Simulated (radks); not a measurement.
Results of a calculation; reference values are marked as such.
Species: the molybdenum ion Mo+. Configuration: [Kr] 4d2 5s1 5p2 (not the ground configuration).

Code: a radial shooting solver on a logarithmic mesh with Libxc functionals. Model: Dirac Kohn-Sham, PBE, spin-unpolarised, spherical densities, point nucleus; open shells fill j = l - 1/2 first.

Energy parts (eV):
part                       energy
total                 -110160.352
kinetic                114235.550
electron-nucleus      -265378.404
Hartree                 44327.293
exchange-correlation    -3344.791

Orbitals (lengths in bohr, moments of r in powers of bohr; <r^-3> diverges for s and p1/2; r(max) is where P^2 peaks):
1s1/2: occ. 2; eigenvalue (eV) -19833.54; r(max) 0.02287; <r^2> 0.001669; <r^4> 7.208e-06
2s1/2: occ. 2; eigenvalue (eV) -2818.872; r(max) 0.1297; <r^2> 0.02779; <r^4> 0.001334
2p1/2: occ. 2; eigenvalue (eV) -2594.761; r(max) 0.1009; <r^2> 0.02099; <r^4> 0.0008861
2p3/2: occ. 4; eigenvalue (eV) -2488.215; <r^-3> 2396; r(max) 0.1048; <r^2> 0.02235; <r^4> 0.0009921
3s1/2: occ. 2; eigenvalue (eV) -497.1099; r(max) 0.3837; <r^2> 0.2106; <r^4> 0.06875
3p1/2: occ. 2; eigenvalue (eV) -411.8724; r(max) 0.3710; <r^2> 0.2087; <r^4> 0.07124
3p3/2: occ. 4; eigenvalue (eV) -394.3198; <r^-3> 400.1; r(max) 0.3803; <r^2> 0.2190; <r^4> 0.07828
3d3/2: occ. 4; eigenvalue (eV) -243.7486; <r^-3> 58.38; r(max) 0.3209; <r^2> 0.2053; <r^4> 0.08177
3d5/2: occ. 6; eigenvalue (eV) -240.4237; <r^-3> 55.66; r(max) 0.3236; <r^2> 0.2086; <r^4> 0.08430
4s1/2: occ. 2; eigenvalue (eV) -83.9720; r(max) 0.9846; <r^2> 1.348; <r^4> 2.719
4p1/2: occ. 2; eigenvalue (eV) -59.3076; r(max) 1.045; <r^2> 1.603; <r^4> 4.005
4p3/2: occ. 4; eigenvalue (eV) -56.6783; <r^-3> 60.14; r(max) 1.069; <r^2> 1.678; <r^4> 4.391
4d3/2: occ. 2; eigenvalue (eV) -20.2300; <r^-3> 5.286; r(max) 1.288; <r^2> 3.049; <r^4> 16.93
4d5/2: occ. 0; eigenvalue (eV) -19.9363; <r^-3> 5.020; r(max) 1.297; <r^2> 3.099; <r^4> 17.51
5s1/2: occ. 1; eigenvalue (eV) -14.5496; r(max) 2.557; <r^2> 9.248; <r^4> 127.1
5p1/2: occ. 2; eigenvalue (eV) -9.5367; r(max) 2.999; <r^2> 13.17; <r^4> 263.8
5p3/2: occ. 0; eigenvalue (eV) -9.2411; <r^-3> 6.781; r(max) 3.063; <r^2> 13.72; <r^4> 285.8

The highest occupied level is 5p1/2 at -9.537 eV. The configuration is held as typed, so some empty levels lie below it. The density falls to 0.001 e/bohr^3 at r = 4.88 bohr. Summed over all electrons, <r^2> = 58.27 bohr^2, which gives a Langevin (diamagnetic) susceptibility term of -46.1 x 10^-6 cm^3/mol.
